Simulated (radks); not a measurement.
Spherical quantum dot in the effective-mass picture: electrons in a well V = -V0 / (1 + exp((r - R)/a)) with V0 = 6, R = 7.16, a = 0.25, all in effective atomic units (hartree* = m*/eps^2 hartree, bohr* = eps/m* bohr), one dielectric constant everywhere. Calculated with a radial shooting solver with Libxc functionals: non-relativistic Kohn-Sham, PBE, spin-polarised, spherical densities. Levels are named by radial order and angular momentum (1s, 1p, 1d, 2s, ...), and open shells are averaged over m.

N = 12, configuration 1s2 1p6 1d(up 4, down 0). This is the lowest configuration that the search found. Occupied and some empty levels:

level,occupation,eigenvalue (hartree*),<r> (bohr*)
1s up,1,-3.8600,4.887
1s down,1,-3.8284,4.826
1p up,3,-3.8113,5.025
1p down,3,-3.7780,4.985
1d up,4,-3.7240,5.166
1d down,0,-3.6890,5.139
1f up,0,-3.6034,5.293
1f down,0,-3.5669,5.275
2s up,0,-3.4590,3.330
2s down,0,-3.4439,3.335
2p up,0,-3.3083,3.853
2p down,0,-3.2906,3.846

Energy (hartree*): total -57.7717, kinetic 2.7783, external -71.211, Hartree 13.159, exchange-correlation -2.4981.
